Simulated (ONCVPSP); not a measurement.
## What one change does to a pseudopotential (cadmium, ONCV)

```
Element                 : cadmium (Cd)
Generator               : ONCVPSP 4.0.1
Type                    : optimised norm-conserving Vanderbilt (ONCV)
Functional              : PBEsol
Relativity              : fully relativistic
Frozen core             : [Ar] 3d10
Valence charge          : 20
Reference configuration : 4s2 4p6 4d10 5s1.5 5p0.5
Partial waves           : 4s+5s: rc 1.25 bohr, ncon 4, nbas 8, qcut 11 1/bohr, 2 projectors; 4p+5p: rc 1.45 bohr, ncon 4, nbas 7, qcut 11.4 1/bohr, 2 projectors; 4d: rc 1.10 bohr, ncon 3, nbas 8, qcut 8.4 1/bohr, 1 projector
Local potential         : polynomial inside 0.75 bohr (lpopt 5, dvloc0 0 Ha)
Core correction         : Teter function, fcfact 4, rcfact 1.6
```

Open shells are filled in proportion to 2j + 1.

All-electron outer shells of the reference configuration (PBEsol, scalar-relativistic, ld1.x):

```json
{"shell": "3p", "level (eV)": "-602.00", "outermost node (bohr)": "0.14", "outermost maximum (bohr)": "0.32"}
{"shell": "3d", "level (eV)": "-394.66", "outermost node (bohr)": "–", "outermost maximum (bohr)": "0.27"}
{"shell": "4s", "level (eV)": "-106.85", "outermost node (bohr)": "0.43", "outermost maximum (bohr)": "0.79"}
{"shell": "4p", "level (eV)": "-67.94", "outermost node (bohr)": "0.43", "outermost maximum (bohr)": "0.84"}
{"shell": "4d", "level (eV)": "-12.74", "outermost node (bohr)": "0.42", "outermost maximum (bohr)": "0.98"}
{"shell": "5s", "level (eV)": "-6.38", "outermost node (bohr)": "1.06", "outermost maximum (bohr)": "2.32"}
{"shell": "5p", "level (eV)": "-1.64", "outermost node (bohr)": "1.19", "outermost maximum (bohr)": "3.21"}
```

Change: core [Kr], valence charge 12; reference 4d10 5s1.5; waves now 5s: rc 2.30 bohr, ncon 4, nbas 9, qcut 2.9 1/bohr, 2 projectors, debl 2.9 Ha; p scattering state at 0.03 Ha: rc 2.40 bohr, ncon 3, nbas 7, qcut 3.9 1/bohr, 2 projectors, debl 0.3 Ha; 4d: rc 1.80 bohr, ncon 4, nbas 8, qcut 7.9 1/bohr, 2 projectors, debl 3.5 Ha; local potential polynomial inside 1.20 bohr (lpopt 4, dvloc0 0 Ha). In the p channel the program set the typed energies aside and used 0.050, 0.350 Ha (j = l + 1/2; the other j can differ).

Cutoffs: the cutoffs (Ha) at which the residual kinetic energy of the hardest occupied pseudo-wave falls to 1 and 0.1 mHa per electron; they do not see the model core or the augmentation charge, which bear on the density cutoff. Errors are all-electron minus pseudo energies relative to the spin-unpolarised reference configuration.

Problem. What does the change do?

Solution. The potential gets softer (42 Ha and 139 Ha → 25 Ha and 32 Ha); a bound ghost appears in s, which as a rule spoils a file; the lowest positive-energy flag moves from s at 6.6 eV to p3/2 at 22.5 eV; the number of tests with a reliable result goes from 3 to 2. The shells moved into the core no longer need plane waves of their own. Several settings change at once here, so the effects cannot be laid on one of them.

```tsv
quantity	base	changed
cutoff, loose	42 Ha	25 Ha
cutoff, tight	139 Ha	32 Ha
bound ghosts	none	s
GHOST(+) flags under 300 eV	s at 6.6 eV	p3/2 at 22.5 eV, p1/2 at 27.7 eV
tests with a reliable result	3 of 4	2 of 4
rms error of d²Exc/dni dnj with the model core, mHa	3.04	3.21
```

 A true bound ghost makes a file unfit for plane-wave use even where its test errors are small: the radial tests pick states by their node count and pass the ghost by.
